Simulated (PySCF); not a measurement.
Several structures and their simulated spectra, in scrambled order.

A. SMILES C=C(O[SiH2][SiH3])OC(F)F
B. `CC(C)=C(C=O)OC[SiH2]Cl`
C. `InChI=1S/C5H9NOSi/c1-6-8-3-5(2-7)4-8/h2,5,8H,1,3-4H2/t5-,8-`

Spectrum 1. ¹H NMR (500 MHz, computed): δ 10.38 (d, 1H), 8.72 (m, 1H), 8.68 (m, 1H), 5.62 (m, 1H), 3.39 (m, 1H), 1.76 (m, 2H), 1.52 (m, 2H). ¹³C{¹H} NMR (computed): δ 210.3 (CH), 173.7 (CH2), 44.5 (CH), 16.8 (CH2).

Spectrum 2. ¹H NMR (500 MHz, computed): δ 10.03 (s, 1H), 5.23 (t, 2H), 3.68 (t, 2H), 2.37 (s, 3H), 2.23 (s, 3H). ¹³C{¹H} NMR (computed): δ 194.1 (CH), 156.9 (C), 156.3 (C), 69.4 (CH2), 24.5 (CH3), 23.6 (CH3).

Spectrum 3. ¹H NMR (500 MHz, computed): δ 6.59 (m, 1H), 5.31 (q, 2H), 3.90 (br s, 1H), 3.59 (t, 3H), 3.49 (br s, 1H). ¹³C{¹H} NMR (computed): δ 163.2 (C), 120.8 (CH), 68.9 (CH2).

PySCF calculation with geometry from GFN2-xTB and shielding tensors at PBE0/pcSseg-1 (GIAO); no relativistic terms, one averaged value for each set of equivalent atoms, in vacuum, one conformer.

Chemical shifts δ = σref − σ; ¹H (31.72 ppm) and ¹³C (186.93 ppm) against TMS, all at this level. Splittings of carbon signals by F and P are missing where no couplings were computed. Where no couplings were computed, multiplicities follow the n + 1 count of equivalent neighbours, and m marks all less simple cases (inequivalent or close neighbours, rings, F or P nearby). Shifts are as computed. Against solution values, carbons near 30 ppm lie about +3 ppm off and those near 130 ppm about +5 ppm. Of 1309 compounds with measured shifts, 239 miss one by over three times the rms of a fit or turn the order of signals round; such compounds aren't used in these exercises.

Task: Which spectrum belongs to which compound?

Result: 1–C, 2–B, 3–A.

- Spectrum 1 (C): 4 ¹³C signals; δC 210.3 is an aldehyde carbonyl carbon; δC 44.5 is an sp3 CH α to a carbonyl.
- Spectrum 2 (B): 6 ¹³C signals; δC 194.1 is an aldehyde carbonyl carbon; δC 156.9 is an alkene carbon bearing oxygen.
- Spectrum 3 (A): 3 ¹³C signals; δC 163.2 is an alkene carbon bearing oxygen; δC 120.8 is an sp3 CH bonded to 2 F and O.
